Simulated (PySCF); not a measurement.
A structure optimised at B3LYP-D3(BJ)/def2-SVP, used in a PySCF frequency run:

```xyz
13

Sn    -0.1395    -0.7973     0.3248
S      2.1222     0.1145     0.4359
C      1.7569     1.8786     0.0660
S     -1.3715     0.4116    -1.4033
C     -2.1307     1.7360    -0.3749
H     -1.0116    -0.5345     1.7904
H     -0.0071    -2.4559    -0.0930
H      1.1167     1.9652    -0.8236
H      2.7233     2.3600    -0.1390
H      1.2842     2.3837     0.9211
H     -1.3757     2.4382     0.0055
H     -2.7049     1.3201     0.4650
H     -2.8187     2.2829    -1.0349
```
Charge 0, spin multiplicity 1.

Write its SMILES and formula.

C[S][SnH2][S]C, C2H8S2Sn

What are its rotational constants (standard atomic weights)?

2.0710, 1.2564, 0.88550 GHz
